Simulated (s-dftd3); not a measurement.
CHOS, charge +1, singlet, geometry from GFN2-xTB; D3(zero) for blyp (s-dftd3 1.4.0).

Input for s-dftd3:
```
$ s-dftd3 mol.xyz --zero blyp --json dftd3.json --noedisp --grad

# file mol.xyz
4

O      1.65943916    -0.41995957     0.20770173
C      0.57320951    -0.15369142     0.08329200
S     -0.95546310     0.29395335    -0.18938823
H     -1.42736083    -0.42142851     0.86884578
```

It wrote (shortened):

```
-----------------------------------
 s i m p l e   D F T - D 3  v1.4.0
-----------------------------------

Zero (Chai-Head-Gordon) damping: blyp-D3(0)
--------------------
  s6         1.0000
  s8         1.6820
  s9         0.0000
 rs6         1.0940
 rs8         1.0000
 alp        14.0000
--------------------

Dispersion energy:      -6.5181173670379E-04 Eh

Gradient norm:           5.5703091126330E-04 Eh/a0
--------------------------------------------------
     #    Z           dE/dx      dE/dy      dE/dz
--------------------------------------------------
     1    8 O    -2.016E-04  1.139E-04 -1.094E-04
     2    6 C    -1.907E-04 -2.092E-05  6.873E-05
     3   16 S     4.247E-04 -1.215E-04  7.194E-05
     4    1 H    -3.243E-05  2.851E-05 -3.123E-05
--------------------------------------------------

Virial:
--------------------------------------------------
      component           x          y          z
--------------------------------------------------
          x      -1.518E-03  4.771E-04 -3.144E-04
          y       4.771E-04 -1.745E-04  1.317E-04
          z      -3.144E-04  1.317E-04 -1.092E-04
--------------------------------------------------

[Info] JSON dump of results written to 'dftd3.json'
```
